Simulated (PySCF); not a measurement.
**Computed vibrations of Sm2OCl2**

Sm2OCl2 (singlet in the valence; each metal's 4f electrons, 6 of them, lie in its core potential, out of spins and levels). PySCF 2.14.0, RKS PBE0, Sm lcecp-0-SVP with ECP52, O def2-SVP, Cl def2-SVP; non-relativistic Hamiltonian with scalar-relativistic core potentials where named; density fitting; no spin-orbit coupling. Central differences of gradients.

```xyz
5

Sm    0.0000    0.0000    2.1912
Sm    0.0000    0.0000   -2.1912
O     0.0000    0.0000    0.0000
Cl    0.0000    0.0000    4.9246
Cl    0.0000    0.0000   -4.9246
```

Run from Python with OMP_NUM_THREADS=2. Where DIIS fails, smearing, a level shift and second-order steps follow.
It took 3.5 min on 2 threads of Intel(R) Xeon(R) Processor @ 2.50GHz (Skylake/Cascade Lake), on a shared host.

(1) What are the harmonic wavenumbers and infrared intensities?

(2) Is this a minimum?

An lcecp potential fixes the number of 4f electrons, so in runs with it no electron can move into or out of that shell.

## Answers

(1) Modes are labelled in D∞h; negative numbers are unstable modes, those under 60 cm⁻¹ near the noise; a finer grid moves soft modes by up to 10 cm⁻¹.
```json
{"cm⁻¹": "-41", "km/mol": "–", "symmetry": "πg"}
{"cm⁻¹": "-41", "km/mol": "–", "symmetry": "πg"}
{"cm⁻¹": "-36", "km/mol": "–", "symmetry": "πu"}
{"cm⁻¹": "-36", "km/mol": "–", "symmetry": "πu"}
{"cm⁻¹": "89", "km/mol": "60.8", "symmetry": "πu"}
{"cm⁻¹": "89", "km/mol": "60.8", "symmetry": "πu"}
{"cm⁻¹": "147", "km/mol": "0.0", "symmetry": "σg+"}
{"cm⁻¹": "256", "km/mol": "156.9", "symmetry": "σu+"}
{"cm⁻¹": "270", "km/mol": "0.0", "symmetry": "σg+"}
{"cm⁻¹": "655", "km/mol": "847.6", "symmetry": "σu+"}
```

(2) Probably not: 4 unstable, though so soft as to be near the noise; the lowest moves the atoms so:
```
Sm  -0.32 -0.04  0.00
Sm   0.32  0.04  0.00
O    0.00  0.00  0.00
Cl   0.62  0.08  0.00
Cl  -0.62 -0.08  0.00
```
